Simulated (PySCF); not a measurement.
# Correlation energy of Xe(2+) (xenon, charge +2)

[Kr] 4d10 5s2 5p4, high-spin 3P determinant. Computed with PySCF 2.14 in cc-pVDZ-PP with ECP28MDF (4s3p2d, 23 functions), with scalar relativity through the core potential. Frozen: 4s2 4p6 4d10; 6 electrons correlated.

MP2 pair energies summed by pair of shells (mhartree):

```tsv
pair	energy	share (%)
5p-5p	-30.24	49.9
5s-5p	-26.31	43.4
5s-5s	-4.11	6.8
```

Total MP2 correlation energy: -60.66 mhartree.

Same-spin part -15.15 and opposite-spin part -45.51 mhartree; SCS-MP2 scales them by 1/3 and 6/5 to -59.66 mhartree.

```csv
level,correlation energy (mhartree)
CCSD,-73.88
(T),-0.65
CCSD(T),-74.53
```

Diagnostics: T1 = 0.0060, D1 = 0.0188, largest double amplitude 0.054.

Cost of the coupled-cluster step: 0.16 s of wall time on 1 thread of Neoverse-N1 (shared host), for 6 correlated electrons.

Iterations:

```
CC2 = 0
CCSD nocc = (np.int64(4), np.int64(2)), nmo = (14, 14)
frozen orbitals [[0, 1, 2, 3, 4, 5, 6, 7, 8], [0, 1, 2, 3, 4, 5, 6, 7, 8]]
max_cycle = 100
direct = 0
conv_tol = 1e-08
conv_tol_normt = 1e-06
diis_space = 8
diis_start_cycle = 0
Init t2, MP2 energy = -0.0606631426835005
Init E_corr(UCCSD) = -0.0606631426841099
cycle = 1  E_corr(UCCSD) = -0.070903367818144  dE = -0.0102402251  norm(t1,t2) = 0.0334201
cycle = 2  E_corr(UCCSD) = -0.0730250173264873  dE = -0.00212164951  norm(t1,t2) = 0.0100624
cycle = 3  E_corr(UCCSD) = -0.073893775085828  dE = -0.000868757759  norm(t1,t2) = 0.00363083
cycle = 4  E_corr(UCCSD) = -0.0738803078720213  dE = 1.34672138e-05  norm(t1,t2) = 0.000346023
cycle = 5  E_corr(UCCSD) = -0.0738831420549761  dE = -2.83418295e-06  norm(t1,t2) = 5.76125e-05
cycle = 6  E_corr(UCCSD) = -0.0738828466351481  dE = 2.95419828e-07  norm(t1,t2) = 8.83624e-06
cycle = 7  E_corr(UCCSD) = -0.0738829189194738  dE = -7.22843257e-08  norm(t1,t2) = 1.49805e-06
cycle = 8  E_corr(UCCSD) = -0.0738828920223126  dE = 2.68971612e-08  norm(t1,t2) = 2.39266e-07
cycle = 9  E_corr(UCCSD) = -0.073882895627042  dE = -3.60472939e-09  norm(t1,t2) = 3.76222e-08
UCCSD converged
E(UCCSD) = -327.1983389543788  E_corr = -0.07388289562704203
UCCSD(T) correction = -0.000646529230306013
```
